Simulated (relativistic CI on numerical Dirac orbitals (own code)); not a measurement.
Au LVI: q coefficients and field-shift factors

Computed by Dirac-Coulomb-Breit CI, KLI orbitals optimised for each configuration, derivatives by finite differences, unscaled Slater integrals, QED left out (own radial code, finite nucleus).

Configuration list (outside the closed core [Ne]): 3s2 3p6 3d6, 3s2 3p5 3d7, 3s2 3p4 3d8, 3s 3p6 3d7, 3p6 3d8, 3s 3p5 3d8, 3s2 3p6 3d5 4s, 3s2 3p6 3d5 4p. Levels of other configurations are missing.

With x = (α/α₀)² − 1 an excitation energy changes as ω = ω₀ + qx; K = 2q/ω₀ is the relative enhancement. Terms are leading LS components, so labels can repeat. The field-shift factor is F = δν/δ⟨r²⟩ for the transition from the lowest level.

Lowest level 3s2 3p6 3d6 3F_4.

```tsv
Level	ω₀ (cm⁻¹)	q (cm⁻¹)	K	F (GHz/fm²)
3s2 3p6 3d6 3P_2	70299	12310	0.35	-0.551
3s2 3p6 3d6 3P_0	235449	51550	0.438	2.54
3s2 3p6 3d6 5D_3	709842	795100	2.24	25.7
3s2 3p6 3d6 5D_4	718938	774300	2.15	25.6
3s2 3p6 3d6 5D_1	753121	802000	2.13	25.8
3s2 3p6 3d6 3H_6	788898	757800	1.92	26.1
3s2 3p6 3d6 3G_5	789744	765500	1.94	25.9
3s2 3p6 3d6 3F_2	851760	784000	1.84	24.9
3s2 3p6 3d6 3D_3	865706	783700	1.81	26.1
3s2 3p6 3d6 3P_0	945966	771400	1.63	25.7
3s2 3p6 3d6 1G_4	990103	793700	1.6	27.6
3s2 3p6 3d6 3P_1	999257	807600	1.62	27.1
3s2 3p6 3d6 3D_2	1000079	815300	1.63	27.6
3s2 3p6 3d6 3F_3	1011593	786000	1.55	27
3s2 3p6 3d6 5D_2	1465678	1.578e+06	2.15	50.6
3s2 3p6 3d6 5D_0	1490409	1.574e+06	2.11	51.8
3s2 3p6 3d6 3H_4	1517863	1.558e+06	2.05	51.2
3s2 3p6 3d6 5D_3	1547067	1.558e+06	2.01	51
3s2 3p6 3d6 3H_5	1556225	1.554e+06	2	51.9
3s2 3p6 3d6 1I_6	1584395	1.541e+06	1.94	52.3
3s2 3p6 3d6 3F_3	1618650	1.571e+06	1.94	51.9
3s2 3p6 3d6 3D_1	1636843	1.556e+06	1.9	50.8
3s2 3p6 3d6 1G_4	1653489	1.546e+06	1.87	51.7
```

At this charge energies of transitions that change n are usually good to better than 1 %, and those within a shell (Δn = 0) to a few per cent.
